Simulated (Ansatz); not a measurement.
```yaml
crystal:
  periodic: [false, false, false]
  atoms:
    - {symbol: N, position_ang: [-2.784272, -1.159741, 1.980646]}
    - {symbol: C, position_ang: [-1.876309, -0.851813, 1.340581]}
    - {symbol: C, position_ang: [-0.769510, -0.430844, 0.559970]}
    - {symbol: C, position_ang: [0.062732, -1.243755, -0.095144]}
    - {symbol: C, position_ang: [1.155804, -0.479957, -0.769551]}
    - {symbol: C, position_ang: [0.660315, 0.974108, -0.710196]}
    - {symbol: C, position_ang: [-0.364714, 1.016430, 0.432788]}
    - {symbol: H, position_ang: [-0.015896, -2.323875, -0.103189]}
    - {symbol: H, position_ang: [1.343900, -0.824554, -1.789672]}
    - {symbol: H, position_ang: [2.095816, -0.619631, -0.219867]}
    - {symbol: H, position_ang: [0.160329, 1.220472, -1.649660]}
    - {symbol: H, position_ang: [1.469873, 1.691639, -0.574036]}
    - {symbol: H, position_ang: [-1.213091, 1.670443, 0.221823]}
    - {symbol: H, position_ang: [0.075043, 1.361091, 1.375508]}
basis:
  gaussian: {orbitals: aug-cc-pVTZ}
hamiltonian: {xc: {name: wB97X-V}}
output: {forces: true}
```

```sh
$ ansatz run in.yaml --threads 2 --pin off --events-out ev --progress --plain --max-ram 22528MiB --backend cuda --devices 0, --max-vram 18GiB
```

It prints (some lines left out):

```
Functional definition: wB97X-V
1835 factors; their error is unknown
709 factors; integrals over basis functions are off by at most 2.0e-5 eV
mean field evaluation 1: about -7818.9180 eV, gradient 5.6e1 eV
mean field evaluation 2: about -7821.2878 eV, gradient 4.8e1 eV
mean field evaluation 4: about -7825.7352 eV, gradient 4.3e0 eV
mean field evaluation 8: about -7825.7849 eV, gradient 5.1e-2 eV
mean field evaluation 16: about -7825.7393 eV, gradient 2.1e-4 eV
mean field -7825.73926085 eV, -287.5906133595 hartree, gradient 3.2e-5 eV, S^2 0.000000; 0 other end points of the search recorded, 0 dependent functions left out
reference -7825.73925751 eV, -287.5906132367 hartree; 25, 25 occupied and 458, 458 virtual orbitals, 1835 factors
Total energy: -7825.73925751 eV, -287.5906132367 hartree
Atom 0 at    -2.784272    -1.159741     1.980646 Å, force     0.143437     0.042050    -0.099484 eV/Å
Atom 1 at    -1.876309    -0.851813     1.340581 Å, force    -0.570274    -0.213449     0.398564 eV/Å
Atom 2 at    -0.769510    -0.430844     0.559970 Å, force     0.428730    -0.079940    -0.332739 eV/Å
Atom 3 at     0.062732    -1.243755    -0.095144 Å, force    -0.267823    -0.086285     0.180744 eV/Å
Atom 4 at     1.155804    -0.479957    -0.769551 Å, force     0.301624    -0.035580    -0.130159 eV/Å
Atom 5 at     0.660315     0.974108    -0.710196 Å, force     0.061096     0.162063    -0.121448 eV/Å
Atom 6 at    -0.364714     1.016430     0.432788 Å, force    -0.064546     0.202983     0.135113 eV/Å
Atom 7 at    -0.015896    -2.323875    -0.103189 Å, force    -0.009588    -0.034864    -0.000432 eV/Å
Atom 8 at     1.343900    -0.824554    -1.789672 Å, force    -0.015577     0.004548    -0.013427 eV/Å
Atom 9 at     2.095816    -0.619631    -0.219867 Å, force    -0.012378     0.010912     0.011095 eV/Å
Atom 10 at     0.160329     1.220472    -1.649660 Å, force    -0.015888     0.003945    -0.022066 eV/Å
Atom 11 at     1.469873     1.691639    -0.574036 Å, force     0.021477     0.013631     0.005338 eV/Å
Atom 12 at    -1.213091     1.670443     0.221823 Å, force    -0.017198     0.008821    -0.016539 eV/Å
Atom 13 at     0.075043     1.361091     1.375508 Å, force     0.016909     0.001166     0.005439 eV/Å
Dipole moment:     0.795023     0.261086    -0.541595 e Å
```

Run time 6.5 s (2 threads of an AMD EPYC 7R13 on a shared host and a share of an NVIDIA H100 80 GB); peak host memory 1.2 GiB.
